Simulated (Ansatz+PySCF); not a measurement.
Two shapes of singlet H6.

Shape 1:

```xyz
6

H     0.0000    0.0000    0.0000
H     0.0000    0.0000    1.8000
H     0.0000    0.0000    3.6000
H     0.0000    0.0000    5.4000
H     0.0000    0.0000    7.2000
H     0.0000    0.0000    9.0000
```

Shape 2:

```xyz
6

H     0.0000    0.0000    0.0000
H     0.0000    0.0000    1.0000
H     0.0000    0.0000    2.0000
H     0.0000    0.0000    3.0000
H     0.0000    0.0000    4.0000
H     0.0000    0.0000    5.0000
```

Basis set: cc-pVDZ (spherical functions). Charge 0, multiplicity 1.

Computed with Ansatz (development build ahead of 0.2.0); each method stands on the lowest determinant of its kind that the runs found.

Problem. Which shape is lower in energy, and by how much in each method?

Solution.

```csv
method,E(2) − E(1) (eV)
UHF,-5.477
PBE0 (restricted),-9.175
r²SCAN (restricted),-8.996
r²SCAN (unrestricted),-7.788
ωB97X (unrestricted),-8.261
```

Shape 2 is lower. Caution for UHF, ωB97X (unrestricted): the unrestricted determinant is a mixture of spin states; the determinant breaks the point group. Caution for UHF, r²SCAN (unrestricted): the unrestricted determinant is spin contaminated. Caution for PBE0 (restricted), r²SCAN (restricted): an unrestricted determinant lies well below.
